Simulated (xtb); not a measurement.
CH6AlBO4, SMILES OB(O)[CH2][Al]([OH])[OH]. All values are semi-empirical tight-binding results from xtb (GFN2-xTB unless named), good for trends rather than for accurate numbers. Geometry: GFN2-xTB. The structure was generated by enumeration; whether it is a known compound was not checked. The values are those of a single conformer.

For metal compounds this method's bond lengths and energies can be far off.

The orbital gap is 4.39 eV and the zero-point energy is 52.7 kcal/mol. The G − E(el) at 298.15 K (modified RRHO) comes out as 30.6 kcal/mol.
